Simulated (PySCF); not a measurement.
**Calculated properties of `O=S(=O)(O)C1=COC=C1`**

Species: C4H4O4S.
SMILES with atom numbers: `[O:1]=[S:2](=[O:3])([OH:4])[c:5]1[cH:6][cH:7][o:8][cH:9]1` (hydrogens: H10 on O4; H11 on C6; H12 on C7; H13 on C9)

Among its groups: aromatic ring with oxygen.

GFN2-xTB geometry:

```yaml
Point_group_of_the_GFN2-xTB_geometry: C1
Rotational_constants_A_B_C_of_the_GFN2-xTB_geometry: 3.281, 1.029, 0.932 GHz
```

**CAM-B3LYP/def2-SVPD ground state and vertical TDDFT (core frozen in the response) (PySCF)**

```yaml
Dipole_moment: 4.07 D
HOMO_energy: -8.97 eV
LUMO_energy: 0.16 eV
HOMO–LUMO_gap: 9.13 eV
Lowest_singlet_excitation: 6.14 eV (202 nm, f = 0.096)
Strongest_line_among_the_8_lowest_singlet_transitions: S4 at 7.63 eV (162 nm, f = 0.327)
Lowest_triplet_excitation_Tamm–Dancoff: 4.02 eV
Static_isotropic_polarisability: 74.9 au
Electronic_spatial_extent_⟨r²⟩_about_the_centre_of_nuclear_charge: 1249 bohr²
```

From PBE0/pcSseg-1 ground state and GIAO shieldings, non-relativistic (PySCF):

```yaml
Lowest_Hirshfeld_atomic_charge: -0.31 e on O3
Highest_Hirshfeld_atomic_charge: +0.56 e on S2
13C_chemical_shifts_computed_TMS_as_zero_by_class: 150.9 (C9), 148.3 (C7), 136.8 (C5), 116.4 (C6) ppm
1H_chemical_shifts_computed_TMS_as_zero_by_class: 7.95 (H13), 7.59 (H12), 6.91 (H11), 5.01 (H10) ppm
Isotropic_shieldings_of_nuclei_other_than_C_and_H_by_class: 29 (O8), 102 (O1/O3), 113 (O4), 208 (S2) ppm
Mayer_bond_orders_between_heavy_atoms: O1–S2 1.84, S2–O3 1.79, S2–O4 0.96, S2–C5 0.90, C5–C6 1.22, C6–C7 1.61, C7–O8 1.07, O8–C9 1.11, C9–C5 1.54
```

Monoisotopic mass from the formula: 147.9830 u.

The vertical singlet–triplet gap S1 − T1 is 2.12 eV (TDDFT singlet less Tamm–Dancoff triplet; S1: HOMO→LUMO, weight 0.95; T1: HOMO→LUMO, weight 0.86). The dipole matches unit charges of opposite sign 0.85 Å apart (1 e·Å = 4.8032 D). The 8 singlets span 6.14 to 8.03 eV, and their oscillator strengths add up to 0.61. With B = h/(8π²I), that is 505.379 GHz u Å² over I, the principal moments of inertia are 154.0, 490.9 and 542.4 u Å² (most abundant isotopes). S1 lies 2.99 eV below the HOMO–LUMO gap; its leading configuration is HOMO→LUMO, weight 0.95. No computed singlet falls in the visible range (750 to 380 nm, 1.65 to 3.26 eV); S1 lies 2.88 eV above its blue end. The polarisability is 11.10 Å³ as a volume (1 au = 0.148185 Å³), or 0.99 au for each of the 76 electrons. A dipole of 4.07 D is allowed in C1, and pure rotational transitions are dipole-allowed.

One conformer (not necessarily the lowest) at the GFN2-xTB geometry, without solvent, vibrations or thermal averaging.

The values belong to the conformer `[O:1]=[S:2](=[O:3])([OH:4])[c:5]1[cH:6][cH:7][o:8][cH:9]1`: O1–S2–C5–C6 -159°, H–O4–S2–O1 132°.
